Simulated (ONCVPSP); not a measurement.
## Be (Z = 4): excitation energies, all-electron against ONCV

beryllium (Be), optimised norm-conserving Vanderbilt (ONCV), made with ONCVPSP 4.0.1 (PBE, scalar-relativistic). Core none, reference 1s2 2s2. Waves: 1s+2s: rc 0.85 bohr, ncon 4, nbas 8, qcut 11.3 1/bohr, 2 projectors; p scattering state at 0.34 Ha: rc 0.70 bohr, ncon 4, nbas 7, qcut 11.7 1/bohr, 2 projectors, debl 2.6 Ha; d scattering state at 0.02 Ha: rc 0.80 bohr, ncon 3, nbas 7, qcut 10.3 1/bohr, 2 projectors, debl 1.1 Ha. Local part: polynomial inside 0.60 bohr (lpopt 5, dvloc0 0 Ha). Core correction: none.

Energies are relative to the spin-unpolarised reference configuration 1s2 2s2; without spin polarisation the order of configurations can differ from experiment.

Give the all-electron excitation energy and the error of the potential for: 1s2 2s1; 1s2 2s0; 1s2 2s1.5; 1s2 2s0 2p2.

```tsv
valence configuration	charge	ΔE all-electron (eV)	error AE − PS (meV)
1s2 2s1	+1	9.551	+0.7
1s2 2s0	+2	27.499	+5.3
1s2 2s1.5	+0.5	3.761	+0.1
1s2 2s0 2p2	0	7.251	+5.2
```

Note: ghosts flagged at negative energy: d at -181.3 eV; no localised positive-energy state flagged. A true bound ghost makes a file unfit for plane-wave use.
